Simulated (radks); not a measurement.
Question: Sb19+, configuration [Ar] 3d10 4s2 4p2. Method: Dirac Kohn-Sham, PBE, spin-unpolarised, spherical densities, finite nucleus; open shells fill j = l - 1/2 first; Fermi nuclear charge, rms radius 4.6802 fm; computed with a radial shooting solver on a logarithmic mesh with Libxc functionals. Some entries of the table are withheld. Estimate them.

| orbital | occ. | eigenvalue (hartree) | <1/r> (bohr^-1) |
|---|---|---|---|
| 1s1/2 | 2 | -1132.385 | (1) |
| 2s1/2 | 2 | -188.5338 | 12.64 |
| 2p1/2 | 2 | -177.6982 | 12.62 |
| 2p3/2 | 4 | -168.4239 | 11.71 |
| 3s1/2 | 2 | -51.49983 | 4.527 |
| 3p1/2 | 2 | -47.07972 | 4.440 |
| 3p3/2 | 4 | -45.32493 | 4.219 |
| 3d3/2 | 4 | -37.58328 | 4.078 |
| 3d5/2 | 6 | -37.21278 | 4.021 |
| 4s1/2 | 2 | -21.44990 | 2.027 |
| 4p1/2 | 2 | (2) | 1.957 |
| 4p3/2 | 0 | (3) | 1.893 |

Answer: 
(1) 1s1/2 <1/r> (bohr^-1): 54.32
(2) 4p1/2 eigenvalue (hartree): -19.78418
(3) 4p3/2 eigenvalue (hartree): -19.32269
